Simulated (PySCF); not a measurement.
B(CF3)(Cl)(H) (CHBClF3), SMILES FC(F)(F)BCl.

Geometry: B3LYP-D3(BJ)/def2-SVP. This is a generated structure with no PubChem entry under its InChIKey; it may be hypothetical.

All values below come from PySCF with M06-2X/def2-TZVP.

Symmetry labels are those of the subgroup Cs that the program uses (full group Cs).

Question: List the valence orbital energies around the gap with their symmetry. (An estimate is asked for; the answer gives what the named calculation found.)

Answer: 
| orbital | symmetry | energy (eV) |
|---|---|---|
| HOMO−7 | A' | -15.76 |
| HOMO−6 | A' | -14.78 |
| HOMO−5 | A" | -14.73 |
| HOMO−4 | A" | -14.18 |
| HOMO−3 | A' | -13.37 |
| HOMO−2 | A' | -12.68 |
| HOMO−1 | A" | -12.13 |
| HOMO | A' | -10.77 |
| LUMO | A" | -1.61 |
| LUMO+1 | A' | 1.70 |
| LUMO+2 | A' | 2.35 |
| LUMO+3 | A' | 2.68 |
